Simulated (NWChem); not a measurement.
System: AlAsH$_{2}$F$_{2}$; SMILES [F][Al]([F])[AsH2]

NWChem input:

```
start job
memory heap 200 mb stack 900 mb global 1100 mb
geometry units angstroms noautosym nocenter noautoz
  Al    -0.072557     1.065898     0.031664
  As    -0.173521    -1.329279     0.156895
  H      0.495039    -1.422826    -1.211210
  H     -1.574718    -1.295383    -0.445721
  F     -1.342241     2.016615     0.515815
  F      1.300500     1.854167    -0.461965
end
basis spherical
  Al library def2-svp
  As library def2-svp
  H library def2-svp
  F library def2-svp
end
dft
  xc pbe0
  iterations 150
end
property
  efieldgrad
end
task dft property
```

Output (shortened):

```
             Northwest Computational Chemistry Package (NWChem) 7.3.0
             --------------------------------------------------------

                             Geometry "geometry" -> ""
                             -------------------------

 Output coordinates in angstroms (scale by  1.889725989 to convert to a.u.)

  No.       Tag          Charge          X              Y              Z
 ---- ---------------- ---------- -------------- -------------- --------------
    1 Al                  13.0000    -0.07255700     1.06589800     0.03166400
    2 As                  33.0000    -0.17352100    -1.32927900     0.15689500
    3 H                    1.0000     0.49503900    -1.42282600    -1.21121000
    4 H                    1.0000    -1.57471800    -1.29538300    -0.44572100
    5 F                    9.0000    -1.34224100     2.01661500     0.51581500
    6 F                    9.0000     1.30050000     1.85416700    -0.46196500

 Effective nuclear repulsion energy (a.u.)     305.6262374324

                              NWChem Property Module
                              ----------------------

  itol2e modified to match energy
  convergence criterion.

                                 NWChem DFT Module
                                 -----------------

 Summary of "ao basis" -> "ao basis" (spherical)
 ------------------------------------------------------------------------------
       Tag                 Description            Shells   Functions and Types
 ---------------- ------------------------------  ------  ---------------------
 Al                         def2-svp                 8       18   4s3p1d
 As                         def2-svp                12       32   5s4p3d
 H                          def2-svp                 3        5   2s1p
 F                          def2-svp                 6       14   3s2p1d

  itol2e modified to match energy
  convergence criterion.

            General Information
            -------------------
          SCF calculation type: DFT
          Wavefunction type:  closed shell.
          No. of atoms     :     6
          No. of electrons :    66
           Alpha electrons :    33
            Beta electrons :    33
          Charge           :     0
          Spin multiplicity:     1
          Use of symmetry is: off; symmetry adaption is: off
          Maximum number of iterations: 150
          AO basis - number of functions:    88
                     number of shells:    38
          Convergence on energy requested:  1.00D-07
          Convergence on density requested:  1.00D-05
          Convergence on gradient requested:  5.00D-04

              XC Information
              --------------
                         PBE0 Method XC Functional
                     Hartree-Fock (Exact) Exchange  0.250
          PerdewBurkeErnzerhof Exchange Functional  0.750
            Perdew 1991 LDA Correlation Functional  1.000 local
           PerdewBurkeErnz. Correlation Functional  1.000 non-local

             Grid Information
             ----------------
          Grid used for XC integration:  fine
          Radial quadrature: Mura-Knowles
          Angular quadrature: Lebedev.
          Tag              B.-S. Rad. Rad. Pts. Rad. Cut. Ang. Pts.
          ---              ---------- --------- --------- ---------
          Al                  1.25      123          10.0       770
          As                  1.15      140          10.0       974
          H                   0.35       60          11.0       590
          F                   0.50       70          11.0       590
          Grid pruning is: on
          Number of quadrature shells:   523
          Spatial weights used:  Erf1

      Superposition of Atomic Density Guess
      -------------------------------------

 Sum of atomic energies:       -2675.23462473

      Non-variational initial energy
      ------------------------------

 Total energy =   -2675.674067
 1-e energy   =   -4339.142061
 2-e energy   =    1357.841756
 HOMO         =      -0.311097
 LUMO         =      -0.019581

   convergence    iter        energy       DeltaE   RMS-Dens  Diis-err
 ---------------- ----- ----------------- --------- --------- ---------
 d= 0,ls=0.0,diis     1  -2678.1507932140 -2.98D+03  1.85D-02  9.71D-01
 d= 0,ls=0.0,diis     2  -2678.0436938240  1.07D-01  9.69D-03  2.56D+00
 d= 0,ls=0.0,diis     3  -2678.2658871191 -2.22D-01  9.10D-04  7.54D-03
 d= 0,ls=0.0,diis     4  -2678.2665010996 -6.14D-04  2.03D-04  6.40D-04
 d= 0,ls=0.0,diis     5  -2678.2665620041 -6.09D-05  6.25D-05  2.07D-05
  Resetting Diis
 d= 0,ls=0.0,diis     6  -2678.2665641894 -2.19D-06  2.20D-05  2.30D-06
 d= 0,ls=0.0,diis     7  -2678.2665644811 -2.92D-07  5.83D-06  8.54D-08
 d= 0,ls=0.0,diis     8  -2678.2665644848 -3.69D-09  2.55D-06  8.36D-08

         Total DFT energy =    -2678.266564484751
      One electron energy =    -4341.545647930257
           Coulomb energy =     1480.602801451632
    Exchange-Corr. energy =     -122.949955438490
 Nuclear repulsion energy =      305.626237432366

 Numeric. integr. density =       65.999999290666

                       DFT Final Molecular Orbital Analysis
                       ------------------------------------

 Vector   31  Occ=2.000000D+00  E=-3.952166D-01
              MO Center= -3.1D-01, -6.2D-01, -3.4D-01, r^2= 4.0D+00
   Bfn.  Coefficient  Atom+Function         Bfn.  Coefficient  Atom+Function
  ----- ------------  ---------------      ----- ------------  ---------------
    30      0.294515  2 As px                51      0.280354  3 H  s
    56     -0.280335  4 H  s                 33      0.204911  2 As px
    79     -0.197490  6 F  py                65      0.184310  5 F  py
    27     -0.183050  2 As px                52      0.148532  3 H  s
    57     -0.148524  4 H  s                 82      0.144107  6 F  py

 Vector   32  Occ=2.000000D+00  E=-3.474953D-01
              MO Center= -1.7D-01, -7.8D-01,  7.4D-02, r^2= 2.8D+00
   Bfn.  Coefficient  Atom+Function         Bfn.  Coefficient  Atom+Function
  ----- ------------  ---------------      ----- ------------  ---------------
    32      0.286408  2 As pz                35      0.242988  2 As pz
    23      0.219614  2 As s                 22      0.208156  2 As s
    51     -0.205603  3 H  s                 56     -0.205653  4 H  s
    31      0.195335  2 As py                34      0.194892  2 As py
    29     -0.178232  2 As pz                 3      0.168705  1 Al s

 Vector   33  Occ=2.000000D+00  E=-2.956161D-01
              MO Center= -1.6D-01, -1.1D+00,  1.6D-01, r^2= 2.8D+00
   Bfn.  Coefficient  Atom+Function         Bfn.  Coefficient  Atom+Function
  ----- ------------  ---------------      ----- ------------  ---------------
    34     -0.368549  2 As py                22      0.341465  2 As s
    31     -0.325849  2 As py                35      0.243319  2 As pz
     3     -0.211171  1 Al s                 28      0.202165  2 As py
    32      0.201108  2 As pz                21     -0.199388  2 As s
     9      0.151394  1 Al py                23      0.149738  2 As s

 Vector   34  Occ=0.000000D+00  E=-3.259364D-02
              MO Center= -3.3D-01,  5.6D-01, -5.9D-01, r^2= 4.5D+00
   Bfn.  Coefficient  Atom+Function         Bfn.  Coefficient  Atom+Function
  ----- ------------  ---------------      ----- ------------  ---------------
     4      1.006100  1 Al s                 34     -0.548744  2 As py
    13     -0.298573  1 Al pz                 3      0.266746  1 Al s
    23     -0.248389  2 As s                 31     -0.230815  2 As py
     2      0.221428  1 Al s                 22     -0.203698  2 As s
    63     -0.194679  5 F  s                 77     -0.194685  6 F  s

 Vector   35  Occ=0.000000D+00  E=-2.145107D-02
              MO Center=  1.3D-01,  7.1D-01,  6.4D-01, r^2= 4.1D+00
   Bfn.  Coefficient  Atom+Function         Bfn.  Coefficient  Atom+Function
  ----- ------------  ---------------      ----- ------------  ---------------
     4      0.618378  1 Al s                 13      0.621065  1 Al pz
    23     -0.597122  2 As s                 52      0.359543  3 H  s
    57      0.359636  4 H  s                 10      0.292547  1 Al pz
    22     -0.266175  2 As s                 11      0.223610  1 Al px
    34     -0.203717  2 As py                35      0.174329  2 As pz

 Vector   36  Occ=0.000000D+00  E= 1.690976D-03
              MO Center= -2.2D-01, -9.9D-01, -1.3D-02, r^2= 3.8D+00
   Bfn.  Coefficient  Atom+Function         Bfn.  Coefficient  Atom+Function
  ----- ------------  ---------------      ----- ------------  ---------------
    33      0.907998  2 As px                52     -0.792662  3 H  s
    57      0.792907  4 H  s                 35     -0.335665  2 As pz
    11      0.277514  1 Al px                51     -0.240430  3 H  s
    56      0.240478  4 H  s                 30      0.229919  2 As px
    27     -0.152675  2 As px                13     -0.102757  1 Al pz

     Multipole analysis of the density
     ---------------------------------

     L   x y z        total         alpha         beta         nuclear
     -   - - -        -----         -----         ----         -------
     0   0 0 0     -0.000000    -33.000000    -33.000000     66.000000

     1   1 0 0     -0.104878      7.624367      7.624367    -15.353612
     1   0 1 0     -0.671011     -2.328501     -2.328501      3.985991
     1   0 0 1     -0.172211     -4.259458     -4.259458      8.346704

[...]

          -----------------------
          Electric field gradient
          -----------------------

 1 a.u. = 0.324123 10**(16) esu/cm**3  ( or statvolts/cm**2 ) = 0.97174 10**(22) v/m**2

 ------------------------------------------------------------
   Atom      X         Y         Z
 ------------------------------------------------------------
    1 Al  -0.13711   2.01426   0.05984
 ------------------------------------------------------------

 Electric field gradient in molecular frame (a.u.)
         XX             YY             ZZ             XY             XZ             YZ
 ------------------------------------------------------------------------------------------
        0.237687       0.427416      -0.665104      -0.002167      -0.388019      -0.013538

 Principal components (a.u.) and orientation
 of principal axis w.r.t. absolute frame                      Asymmetry parameter eta
 --------------------------------------------------------------------------------------
       -0.809100       0.427717       0.381382                       0.057267

        0.347566       0.050437       0.936298
        0.010874       0.998268      -0.057812
        0.937592      -0.030275      -0.346416

 ------------------------------------------------------------
   Atom      X         Y         Z
 ------------------------------------------------------------
    2 As  -0.32791  -2.51197   0.29649
 ------------------------------------------------------------

 Electric field gradient in molecular frame (a.u.)
         XX             YY             ZZ             XY             XZ             YZ
 ------------------------------------------------------------------------------------------
       -1.122902       0.687417       0.435485      -0.150544       0.610261      -0.744597

 Principal components (a.u.) and orientation
 of principal axis w.r.t. absolute frame                      Asymmetry parameter eta
 --------------------------------------------------------------------------------------
        1.421872      -1.339240      -0.082632                       0.883770

       -0.202314       0.936400       0.286746
        0.717358      -0.057626       0.694317
       -0.666683      -0.346170       0.660076

 ------------------------------------------------------------
   Atom      X         Y         Z
 ------------------------------------------------------------
    3 H    0.93549  -2.68875  -2.28886
 ------------------------------------------------------------

 Electric field gradient in molecular frame (a.u.)
         XX             YY             ZZ             XY             XZ             YZ
 ------------------------------------------------------------------------------------------
        0.028567       0.078592      -0.107159       0.004608       0.091580      -0.016015

 Principal components (a.u.) and orientation
 of principal axis w.r.t. absolute frame                      Asymmetry parameter eta
 --------------------------------------------------------------------------------------
       -0.154431       0.081200       0.073231                       0.051603

       -0.447841      -0.353580       0.821230
        0.070117       0.901769       0.426493
        0.891359      -0.248584       0.379057

 ------------------------------------------------------------
   Atom      X         Y         Z
 ------------------------------------------------------------
    4 H   -2.97579  -2.44792  -0.84229
 ------------------------------------------------------------

 Electric field gradient in molecular frame (a.u.)
         XX             YY             ZZ             XY             XZ             YZ
 ------------------------------------------------------------------------------------------
       -0.120398       0.079156       0.041243       0.004403      -0.081468      -0.001891

 Principal components (a.u.) and orientation
 of principal axis w.r.t. absolute frame                      Asymmetry parameter eta
 --------------------------------------------------------------------------------------
       -0.154381       0.081175       0.073207                       0.051611

        0.923103       0.202607      -0.326851
       -0.014292       0.867437       0.497341
        0.384288      -0.454426       0.803629

 ------------------------------------------------------------
   Atom      X         Y         Z
 ------------------------------------------------------------
    5 F   -2.53647   3.81085   0.97475
 ------------------------------------------------------------

 Electric field gradient in molecular frame (a.u.)
         XX             YY             ZZ             XY             XZ             YZ
 ------------------------------------------------------------------------------------------
       -0.218748       0.106094       0.112654       0.453089       0.156992      -0.166896

 Principal components (a.u.) and orientation
 of principal axis w.r.t. absolute frame                      Asymmetry parameter eta
 --------------------------------------------------------------------------------------
       -0.607771       0.432921       0.174850                       0.424619

        0.772812       0.534810       0.341671
       -0.560217       0.827849      -0.028679
       -0.298190      -0.169247       0.939382

 ------------------------------------------------------------
   Atom      X         Y         Z
 ------------------------------------------------------------
    6 F    2.45759   3.50387  -0.87299
 ------------------------------------------------------------

 Electric field gradient in molecular frame (a.u.)
         XX             YY             ZZ             XY             XZ             YZ
 ------------------------------------------------------------------------------------------
       -0.325852       0.211219       0.114633      -0.398733       0.174097       0.149650

 Principal components (a.u.) and orientation
 of principal axis w.r.t. absolute frame                      Asymmetry parameter eta
 --------------------------------------------------------------------------------------
       -0.607737       0.432909       0.174828                       0.424659

        0.836024      -0.423477       0.348900
        0.461325       0.886753      -0.029117
       -0.297058       0.185299       0.936707
```

Level: PBE0/def2-SVP. Geometry: optimised at PBE0/def2-SVP. NWChem prints the field gradient with the sign opposite to the second derivative of the potential.
